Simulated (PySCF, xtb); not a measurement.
dibromo-chloro-fluoromethane (CBr2ClF), SMILES ClC(Br)(Br)F.

Harmonic wavenumbers (cm⁻¹) from GFN2-xTB (xtb) at its own minimum, in rising order: 136, 166, 231, 264, 299, 418, 600, 642, 1053.

What does TPSSh-D3(BJ)/def2-SVP (PySCF) give at its own minimum? (Estimate from the structure and the level; the computed values follow.)

156, 190, 260, 301, 335, 458, 720, 776, 1131. Paired by order, the mean absolute difference is 58 cm⁻¹ and the zero-point energies are 5.4 and 6.2 kcal/mol.
